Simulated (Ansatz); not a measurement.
The lowest singlet and triplet of C3H4O (SMILES [CH2]C([CH2])=O); geometries from B3LYP-D3(BJ)/def2-TZVP, each state relaxed from the structure named, with no frequency check, low spin by broken symmetry.
Singlet (charge 0, multiplicity 1):
| atom | x (Å) | y (Å) | z (Å) |
|---|---|---|---|
| C | 1.0480 | -0.7261 | 0.5361 |
| C | 0.0212 | 0.1193 | -0.0339 |
| C | -1.2692 | -0.5183 | -0.1828 |
| O | 0.2294 | 1.2902 | -0.3664 |
| H | 2.0416 | -0.3231 | 0.6801 |
| H | 0.8491 | -1.7499 | 0.8221 |
| H | -2.0906 | 0.0475 | -0.6018 |
| H | -1.4349 | -1.5451 | 0.1135 |

A positive gap puts the triplet lower; no zero-point energy. R- takes a restricted singlet, here one determinant of a half-filled degenerate or near-degenerate pair, which mixes singlet states. U- takes an unrestricted singlet (broken symmetry where lower, unprojected). The triplet is unrestricted in single-reference levels. Active spaces average the two states.

Frozen-core correlation.

Programs: Ansatz (Gaussian basis) for Hartree–Fock, density functionals and correlated methods. 

```json
[
 {"level": "U-r2SCAN/def2-TZVPP (spin-contaminated)", "gap E(singlet) − E(triplet), vertical, at the singlet's geometry (kcal/mol)": "-0.95"},
 {"level": "U-PBE0/def2-TZVPP (spin-contaminated)", "gap E(singlet) − E(triplet), vertical, at the singlet's geometry (kcal/mol)": "-0.15"},
 {"level": "U-wB97M-V/def2-TZVPP (spin-contaminated)", "gap E(singlet) − E(triplet), vertical, at the singlet's geometry (kcal/mol)": "-0.70"},
 {"level": "R-B2PLYP/def2-TZVPP", "gap E(singlet) − E(triplet), vertical, at the singlet's geometry (kcal/mol)": "6.09"},
 {"level": "U-B2PLYP/def2-TZVPP (spin-contaminated)", "gap E(singlet) − E(triplet), vertical, at the singlet's geometry (kcal/mol)": "-1.85"},
 {"level": "U-MP2/cc-pVDZ (spin-contaminated)", "gap E(singlet) − E(triplet), vertical, at the singlet's geometry (kcal/mol)": "-6.39"},
 {"level": "R-CCSD/cc-pVDZ", "gap E(singlet) − E(triplet), vertical, at the singlet's geometry (kcal/mol)": "15.91"},
 {"level": "SA-CASSCF(4,4)/cc-pVDZ", "gap E(singlet) − E(triplet), vertical, at the singlet's geometry (kcal/mol)": "(withheld)"},
 {"level": "FIC-MRCISD+Q on SA-CASSCF(4,4)/cc-pVDZ", "gap E(singlet) − E(triplet), vertical, at the singlet's geometry (kcal/mol)": "(withheld)"}
]
```

### Question
Some entries are withheld; supply them.

### Answer

- SA-CASSCF(4,4)/cc-pVDZ, gap E(singlet) − E(triplet), vertical, at the singlet's geometry (kcal/mol): 4.16
- FIC-MRCISD+Q on SA-CASSCF(4,4)/cc-pVDZ, gap E(singlet) − E(triplet), vertical, at the singlet's geometry (kcal/mol): 2.01

Doubts at one or more of the structures used: a restricted determinant that unrestricted orbitals would lower (R-B2PLYP/def2-TZVPP, R-CCSD/cc-pVDZ); a spin-contaminated determinant (R-CCSD/cc-pVDZ).

Ansatz is a first-principles code.
